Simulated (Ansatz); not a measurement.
`[O]1[SiH2][GeH2]1` at its PBE0-D4/def2-TZVP geometry, where that method's forces vanish. The species carries charge 0 and has multiplicity 1.

```json
{"atom": "O1", "x (Å)": "0.673", "y (Å)": "0.954", "z (Å)": "0.324"}
{"atom": "Si2", "x (Å)": "-0.934", "y (Å)": "0.591", "z (Å)": "0.221"}
{"atom": "Ge3", "x (Å)": "0.739", "y (Å)": "-0.829", "z (Å)": "-0.301"}
{"atom": "H4", "x (Å)": "-1.689", "y (Å)": "0.505", "z (Å)": "1.496"}
{"atom": "H5", "x (Å)": "-1.724", "y (Å)": "1.311", "z (Å)": "-0.808"}
{"atom": "H6", "x (Å)": "1.448", "y (Å)": "-0.847", "z (Å)": "-1.663"}
{"atom": "H7", "x (Å)": "1.485", "y (Å)": "-1.685", "z (Å)": "0.732"}
```

Problem. For each bond, give half the difference of the two atoms' forces along it (eV/Å; positive pushes the atoms apart) under PBE-D4, r2SCAN-D4, B3LYP-D4, ωB97M-V in def2-TZVPP. (Estimate.)

Solution. Ansatz gave: 
| bond | length (Å) | PBE-D4 | r2SCAN-D4 | B3LYP-D4 | ωB97M-V |
| --- | --- | --- | --- | --- | --- |
| O1–Si2 | 1.651 | 0.63 | 0.13 | 0.16 | 0.02 |
| O1–Ge3 | 1.891 | 0.54 | 0.15 | 0.31 | 0.04 |
| Si2–Ge3 | 2.256 | 0.29 | 0.09 | 0.31 | 0.14 |
| Si2–H4 | 1.484 | -0.03 | -0.03 | -0.13 | -0.14 |
| Si2–H5 | 1.484 | -0.03 | -0.03 | -0.13 | -0.14 |
| Ge3–H6 | 1.535 | 0.04 | -0.05 | -0.07 | -0.10 |
| Ge3–H7 | 1.535 | 0.04 | -0.05 | -0.07 | -0.10 |

B3LYP here is the variant with VWN-RPA as its local correlation; programs differ in this.
